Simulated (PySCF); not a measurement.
**Radial density of Pm⁺ (promethium, charge +1)**

r2SCAN, [Xe] 4f5 6p1, one real determinant (an excited configuration). Calculation: PySCF 2.14, in x2c-TZVPPall; scalar relativity by spin-free X2C-1e.

```
r (bohr)  4πr²ρ (e/bohr)  4πr²(ρα − ρβ)
  0.0267           71.74         0.0060
  0.0450           83.57         0.0115
  0.0757           106.2         0.0003
   0.127           78.83         0.0337
   0.214           92.20         0.5606
   0.360           38.60         2.6779
   0.606           42.07         4.9984
    1.02           14.53         3.5654
    1.71           6.627         1.0225
    2.88          0.8457         0.1661
    4.85          0.2697         0.2661
    8.15         0.03477         0.0347
    13.7       0.0001378         0.0001
```

Densities and radii are taken from the X2C orbitals without a picture-change correction, which distorts them close to the nucleus.

⟨L²⟩ = 26.01 against 42 for a pure I term, so this real determinant mixes terms. Spin-orbit coupling, absent here, splits the open shell strongly.
